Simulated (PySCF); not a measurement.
Delta-SCF ions had no search for a lower state. Excitations are Tamm–Dancoff values on a coarser integration grid. The basis has no diffuse functions, so Rydberg states are missing or too high.

Cartesian coordinates (Å):
SMILES: [NH2][Sn]([NH2])([NH2])[NH2]
```xyz
13

N      1.8325    -0.7726    -0.3192
Sn    -0.0008    -0.0010    -0.0026
N     -0.5692    -0.0355     1.9293
N     -0.1334     1.9644    -0.4223
N     -1.1330    -1.1605    -1.1986
H      2.5779    -0.3870     0.2423
H      1.8818    -1.7809    -0.2815
H     -0.6499    -0.9497     2.3505
H     -1.4031     0.4958     2.1369
H      0.1782     2.2426    -1.3416
H      0.2859     2.5752     0.2646
H     -2.1092    -0.9105    -1.2621
H     -0.7676    -1.2943    -2.1310
```
Charge 0, multiplicity 1.

Give the vertical ionisation energy (Delta-SCF), S1–T1 gap (TDA), T1 excitation (TDA), dipole moment, HOMO, HOMO–LUMO gap, brightest of the four lowest singlets (TDA) and total energy at the level CAM-B3LYP-D3(BJ)/def2-TZVP (PySCF).


vertical ionisation energy (Delta-SCF): 9.31 eV
S1–T1 gap (TDA): 0.59 eV
T1 excitation (TDA): 5.27 eV
dipole moment: 0.00 D
HOMO: -8.52 eV
HOMO–LUMO gap: 9.15 eV
brightest of the four lowest singlets (TDA): 6.11 eV
total energy: -11922.68 eV
